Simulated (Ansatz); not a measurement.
Z-matrix (Å, degrees):
```
Si
O 1 1.6525
C 2 1.4175 1 121.46
H 3 1.0912 2 108.25 1 179.46
H 3 1.0962 4 108.82 2 -120.77
H 3 1.0962 4 108.81 5 -118.41
H 1 1.4904 2 110.23 3 -57.84
H 1 1.4912 7 106.77 2 -119.59
Si 1 2.3246 7 113.93 8 -122.66
H 9 1.4863 1 110.88 7 -42.50
H 9 1.4874 10 108.41 1 -120.50
Si 9 2.3280 10 110.39 11 -121.38
H 12 1.4830 9 109.78 10 -52.94
H 12 1.4853 13 108.93 9 119.62
H 12 1.4856 13 108.84 14 118.13
```
Charge 0, spin multiplicity 1.

Computed with frozen-core CCSD(T)/cc-pVTZ // ωB97X-D3(BJ)/def2-TZVP in Ansatz (a program for electronic structure).

* **HF energy**: -985.45668 Ha
* **MP2 correlation energy**: -0.79147 Ha

Q: Estimate the CCSD correlation energy, the (T) correction, the total energy and the T1 diagnostic.

A: 
```
Item                             Value
-----------------------  -------------
CCSD correlation energy    -0.86749 Ha
(T) correction             -0.03120 Ha
CCSD(T) total energy     -986.35537 Ha
T1 diagnostic                    0.012
```
